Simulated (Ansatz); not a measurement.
Species: sum formula Si$_{2}$H$_{4}$F, net charge 0, doublet state. It need not be the lowest isomer of its formula. SMILES: F[SiH][SiH3]
Geometry: optimised at B3LYP-D3(BJ)/def2-TZVP (Ansatz, an electronic-structure program).

Parts of the frozen-core correlation energy in cc-pV(D+d)Z (Ansatz, hartree). Frozen orbitals: 11; correlated occupied orbitals by spin: 10 and 9; virtual: 59 and 60. Open shells are spin-unrestricted. Spin-orbit coupling is left out. No relativistic terms.

```
term                            value
-------------------------  ----------
reference (HF)             -679.65144
MP2 opposite-spin            -0.28818
MP2 same-spin                -0.08115
CCSD correlation             -0.41146
(T)                          -0.00853
T1 diagnostic                   0.015
largest doubles amplitude       0.025
<S^2> of the reference          0.757
```
